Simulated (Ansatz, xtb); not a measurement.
**Two isomers of C4H3BClF**

Structure a is `FB1C=CC(Cl)=C1`, a singlet and structure b is `FB1C=CC=C1Cl`, a singlet. Both are isolated molecules in the gas phase, relaxed with PBE-D3(BJ)/def2-SVP.

Energies in hartree; the thermal terms are from GFN2-xTB frequencies at re-optimised GFN2-xTB minima (ideal gas, soft modes damped towards free rotors, one conformer each, 298.15 K, 1 atm) and include the zero-point energy:

```
                              a           b
E, CCSD(T)/def2-SVP  −737.485667  −737.480965
    E, MP2/def2-SVP  −737.406889  −737.401205
  E, MP2/def2-TZVPP  −738.125689  −738.119430
  zero-point energy     0.060413     0.060280
       H(298 K) − E     0.067758     0.067720
       G(298 K) − E     0.029363     0.029129
```

Problem. Correct the CCSD(T) difference for the basis set by the MP2 change, then work out ΔE, ΔE₀, ΔH and ΔG for a → b in kcal/mol (1 Eh = 627.51 kcal/mol) and the equilibrium ratio [b]/[a].

Solution. 1. Differences b − a: CCSD(T) +0.004702, MP2 in the small set +0.005684, MP2 in the large set +0.006259 Eh.
2. ΔE = +0.004702 + (+0.006259 − (+0.005684)) = +0.005277 Eh = +3.31 kcal/mol.
3. ΔE₀ = ΔE + ΔZPE = +0.005277 + (−0.000133) Eh = +3.23 kcal/mol.
4. ΔH = ΔE + (−0.000038) Eh = +3.29 kcal/mol.
5. ΔG = ΔE + (−0.000234) Eh = +3.16 kcal/mol, so ΔS = (ΔH − ΔG)/T = +1.7 J/(mol K).
6. kT = 0.9442 mEh, so K = [b]/[a] = exp(−ΔG/kT) = exp(−5.34) ≈ 0.0048.

Structure a is favoured at this temperature. An error of 1 kcal/mol in ΔG would change K by a factor of 5.4. HF/STO-3G found them nearly level. Mirror images and further conformers aren't counted.

As drawn, both hold the same kinds of bond in the same numbers.

Other levels gave ΔE = +2.7 (GFN2-xTB); +0.3 (HF/STO-3G, GFN2-xTB geometries); +3.6 (r2SCAN-D4/def2-SVP, GFN2-xTB geometries); +3.5 (PBE-D3(BJ)/def2-SVP); +2.6 (HF/def2-SVP); +3.6 (MP2/def2-SVP); +3.0 (CCSD(T)/def2-SVP) kcal/mol. The correlated steps freeze 11 core orbitals. Programs: Ansatz 0.2.0, xtb 6.7.1.
